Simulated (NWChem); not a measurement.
# C₄H₄OS; SMILES C(SC=O)C#C

```xyz
10

C      1.0461     2.6504     0.3277
C      0.1917     1.8912    -0.0710
C     -0.8189     0.9698    -0.5559
S     -0.8861    -0.6176     0.3521
C      0.5893    -1.3755    -0.2857
O      0.9640    -2.4621     0.0353
H      1.8016     3.3252     0.6867
H     -0.6834     0.7612    -1.6296
H     -1.8265     1.3995    -0.4427
H      1.1240    -0.7227    -1.0213
```
Atoms are numbered in this order, from 1.

Program: NWChem. Pople sets run with spherical d functions. Structure relaxed at the PBE0/def2-SVP level. Total energies compare along this basis series because the functional is fixed.

```csv
level,basis functions,energy (Ha),highest occupied level (eV),orbital gap (eV),dipole (D)
PBE0/STO-3G,38,-620.4345,___,___,___
PBE0/3-21G,66,-624.4936,-7.52,6.99,3.38
PBE0/6-31G*,96,-627.7258,-7.51,6.88,3.45
PBE0/6-311G**,140,-627.8179,-7.66,6.78,3.44
```

**Question.** What belongs in the gaps?

**Answer.** 
- PBE0/STO-3G, highest occupied level (eV): -4.44
- PBE0/STO-3G, orbital gap (eV): 7.31
- PBE0/STO-3G, dipole (D): 2.07
